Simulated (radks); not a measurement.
Task: Ca V, 16 electrons, occupied as [Ne] 3s2 3p4. All-electron calculation, Dirac Kohn-Sham, PBEsol, spin-unpolarised, spherical densities, finite nucleus; open shells fill j = l - 1/2 first; Fermi nuclear charge, rms radius 3.4776 fm. Program: a radial shooting solver on a logarithmic mesh with Libxc functionals.

Spin-orbit splittings of the eigenvalues, e(l+1/2) - e(l-1/2), with zeta = 2 splitting/(2l+1) and mean radii in bohr:

| shell | occ. | splitting (eV) | zeta (eV) | <r> j=l-1/2 | <r> j=l+1/2 |
|---|---|---|---|---|---|
| 2p | 6 | 3.699 | 2.466 | 0.3254 | 0.3279 |
| 3p | 4 | 0.4648 | 0.3098 | 1.156 | 1.162 |
| 3d | 0 | ? | ? | 1.294 | 1.295 |

Estimate the 3d splitting.

Result: 0.04301 eV (zeta = 0.01721 eV).
